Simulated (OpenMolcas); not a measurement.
# Which level was it?

CH6GeO has 9 atoms, charge 0, and is taken as a singlet. As SMILES, `C[O][GeH3]`. The coordinates come from a PBE0-D4/def2-TZVP relaxation.

```xyz
9

C    -0.4616    0.9395   -0.8796
O    -0.6573   -0.3836   -0.4473
Ge    0.4095   -1.0044    0.8343
H    -1.1944    1.1526   -1.6615
H     0.5409    1.0945   -1.3015
H    -0.6077    1.6668   -0.0692
H     1.8702   -0.9390    0.3451
H    -0.0541   -2.4440    1.0703
H     0.2429   -0.1286    2.0922
```

Orbital energies are those of the mean-field step.

A calculation with OpenMolcas 26.06 gave:

* total energy: -2193.8233 Eh
* dipole moment: 1.11 D
* HOMO energy: -6.31 eV
* LUMO energy: 0.09 eV
* HOMO–LUMO gap: 6.39 eV
* largest force: 0.591 eV/Å

Which of these levels gave the numbers?
A. BHLYP/cc-pVDZ
B. CCSD(T)/cc-pVDZ
C. r2SCAN/cc-pVDZ
D. M06-2X/cc-pVDZ

C. The others give -2193.8529 Eh (M06-2X/cc-pVDZ), -2193.8149 Eh (BHLYP/cc-pVDZ), -2192.0633 Eh (CCSD(T)/cc-pVDZ).
